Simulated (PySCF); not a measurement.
B(Cl)(NCO)(OMe) (C2H3BClNO2), SMILES COB(Cl)N=C=O. Atoms are numbered in the order given.

```xyz
10

B      0.1414     0.5145     0.0000
Cl     1.9120     0.5947     0.0000
N     -0.5196    -0.7551     0.0000
C     -0.4597    -1.9621     0.0000
O     -0.4917    -3.1302     0.0000
O     -0.5317     1.6733     0.0000
C     -1.9468     1.7674     0.0000
H     -2.2629     2.3261     0.8935
H     -2.2629     2.3261    -0.8935
H     -2.4220     0.7743     0.0000
```
Charge 0, spin multiplicity 1.

Geometry optimised at r2SCAN-D4/def2-SVP. This is a generated structure with no PubChem entry under its InChIKey; it may be hypothetical. One conformer was computed; it need not be the lowest.

The numbers are results of TDDFT-B3LYP/def2-SVPD (PySCF), not measurements.

Vertical excitations. Isolated molecule, no solvent. State labels are in the subgroup Cs.

Computed excitation energies, oscillator strengths and character:
| state | symmetry | energy (eV) | λ (nm) | f | main pairs |
|---|---|---|---|---|---|
| S1 | A" | 6.20 | 200 | 0.000 | HOMO→LUMO 95 % |
| S2 | A' | 6.86 | 181 | 0.072 | HOMO−2→LUMO 65 %, HOMO→LUMO+2 12 %, HOMO→LUMO+1 12 % |
| S3 | A" | 7.05 | 176 | 0.000 | HOMO−3→LUMO 91 % |
| S4 | A' | 7.12 | 174 | 0.141 | HOMO−1→LUMO 86 % |
| S5 | A" | 7.29 | 170 | 0.002 | HOMO−2→LUMO+1 48 %, HOMO−2→LUMO+2 27 %, HOMO−1→LUMO+1 13 % |
| S6 | A' | 7.47 | 166 | 0.020 | HOMO→LUMO+1 81 % |
| S7 | A" | 7.54 | 164 | 0.000 | HOMO−4→LUMO 96 % |
| S8 | A" | 7.70 | 161 | 0.018 | HOMO−1→LUMO+1 84 % |
| S9 | A" | 7.87 | 157 | 0.000 | HOMO−2→LUMO+2 45 %, HOMO−2→LUMO+1 38 %, HOMO−1→LUMO+2 11 % |
| S10 | A' | 8.03 | 154 | 0.107 | HOMO→LUMO+2 60 %, HOMO−3→LUMO+1 24 % |
| T1 | A' | 5.96 | 208 | 0 | HOMO−2→LUMO 57 %, HOMO−1→LUMO 35 % |
| T2 | A" | 6.03 | 206 | 0 | HOMO→LUMO 90 % |
| T3 | A' | 6.32 | 196 | 0 | HOMO−1→LUMO 61 %, HOMO−2→LUMO 30 % |
| T4 | A' | 6.50 | 191 | 0 | HOMO→LUMO+2 37 %, HOMO→LUMO+1 28 %, HOMO−3→LUMO+2 13 %, HOMO−2→LUMO 8 % |
Triplets are in the Tamm–Dancoff approximation, which puts them higher than full response would, so one can lie above its singlet here.
